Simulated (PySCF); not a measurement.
C2H6Cl2Si, SMILES C[Si](C)(Cl)Cl, singlet (PBE0/def2-SVP optimised geometry):

```
11

C      1.067    -0.467     0.000
Si    -0.792    -0.467     0.000
C     -1.565    -1.353    -1.440
Cl    -1.454    -1.353     1.755
Cl    -1.453     1.499     0.000
H      1.450     0.025    -0.907
H      1.453     0.073     0.877
H      1.451    -1.499     0.030
H     -2.662    -1.316    -1.371
H     -1.261    -0.883    -2.388
H     -1.252    -2.408    -1.454
```

Level of theory: PySCF 2.14.0 with PBE0/def2-TZVP.

Problem. What are the frontier orbital energies and the dipole moment?

Solution. HOMO-2 -9.23 eV, HOMO-1 -8.93 eV, HOMO -8.64 eV, LUMO 0.82 eV, LUMO+1 0.98 eV; dipole moment 2.44 D.

On the same geometry PBE/def2-TZVP (PySCF 2.14.0) gives HOMO-2 -7.77 eV, HOMO-1 -7.52 eV, HOMO -7.29 eV, LUMO -0.17 eV, LUMO+1 0.18 eV; dipole moment 2.36 D.

Meta-Löwdin charges at PBE0/def2-TZVP: C1 -0.62, Si2 1.00, C3 -0.62, Cl4 -0.31, Cl5 -0.31, H6 0.14, H7 0.15, H8 0.14, H9 0.15, H10 0.14, H11 0.14.
